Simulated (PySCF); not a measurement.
**Ionisation energy of Ge by level of theory**

Ge [Ar] 3d10 4s2 4p2 (3P) → Ge⁺ [Ar] 3d10 4s2 4p1 (2P), as a difference of total energies. All numbers are calculated (PySCF 2.14, scalar relativity by spin-free X2C-1e, in Sapporo-DKH3-DZP-2012). Correlated levels: valence: [Ar] 3d10 frozen. The calculations carry no spin-orbit coupling.

```
           method  ionisation energy (eV)
              UHF                   7.410
              LDA                   8.020
             PBE0                   7.932
    MP2 (valence)                   7.689
SCS-MP2 (valence)                   7.624
   CCSD (valence)                   7.724
CCSD(T) (valence)                   7.734
```

Errors of the correlated levels include the incompleteness of this basis and the frozen core.

Question: Which method comes closest to the reference value, and which is furthest?

Answer: The reference is 7.925 eV (measured; NIST levels, between the centres of gravity of the two terms). Closest: PBE0 (error 0.007 eV); furthest: UHF (error -0.515 eV).
